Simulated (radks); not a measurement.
The numbers below are computed, except where a source is named.
Valence configurations of Tl. Level of theory: scalar-relativistic Kohn-Sham, SCAN, spin-unpolarised, spherical densities, finite nucleus; meta-GGA in the generalised Kohn-Sham scheme; Fermi nuclear charge, rms radius 5.4759 fm (a radial shooting solver on a logarithmic mesh with Libxc functionals). Energies are relative to [Hg] 6p1; eigenvalues in eV.

| valence | E (eV) | e(4f) | e(5d) | e(6p) | e(6s) |
|---|---|---|---|---|---|
| [Hg] 6p1 | 0.000 | -115.26 | -15.801 | -2.385 | -10.080 |
| [Xe] 4f14 5d10 6s1.5 6p1.5 | 3.906 | -116.24 | -16.758 | -2.843 | -10.735 |
| [Xe] 4f14 5d9.5 6s2 6p1.5 | 7.087 | -118.17 | -17.981 | -3.034 | -11.188 |
| [Xe] 4f14 5d10 6s0.5 6p2.5 | 11.861 | -118.13 | -18.591 | -3.663 | -11.669 |
| [Xe] 4f13 5d10 6s2 6p2 | 121.51 | -133.84 | -21.760 | -3.620 | -12.285 |
| [Xe] 4f13 5d8 6s1.5 6p4.5 | 169.79 | -146.69 | -31.112 | -5.988 | -16.696 |
| [Xe] 4f12 5d10 6s1.5 6p3.5 | 265.73 | -153.96 | -28.739 | -4.989 | -14.931 |
| [Xe] 4f12 5d9 6s1.5 6p4.5 | 291.11 | -160.06 | -33.030 | -6.035 | -16.853 |
| [Xe] 4f12 5d8 6s1.5 6p5.5 | 319.69 | -166.21 | -37.243 | -7.035 | -18.714 |
| [Xe] 4f11.5 5d9 6s2 6p4.5 | 364.85 | -169.16 | -35.387 | -6.264 | -17.402 |

NIST lists [Hg] 6p1 as the ground configuration; this level of theory agrees among the configurations tried. The energies are those of spherical spin-averaged densities, not of single terms.
